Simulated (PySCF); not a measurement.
1-bromo-1-fluoropropa-1,2-diene (C3H2BrF), SMILES C(=C)=C(Br)F.

Geometry: PBE0-D3(BJ)/def2-SVP.

Method: SMD-PBE0/def2-SVP in PySCF.

Solvation free energies are E(SMD) − E(gas) at the gas-phase geometry, for 1 M in both phases. Bromine has the revised SMD18 radius of 2.60 Å. In vacuum the dipole moment is 1.84 D.

```
solvent          ΔG(solv) (kcal/mol)  its non-electrostatic (CDS) part  dipole (D)
---------------  -------------------  --------------------------------  ----------
water                            0.7                               3.2        2.69
dichloromethane                 -3.7                              -1.6        2.56
benzene                         -3.1                              -1.9        2.22
```
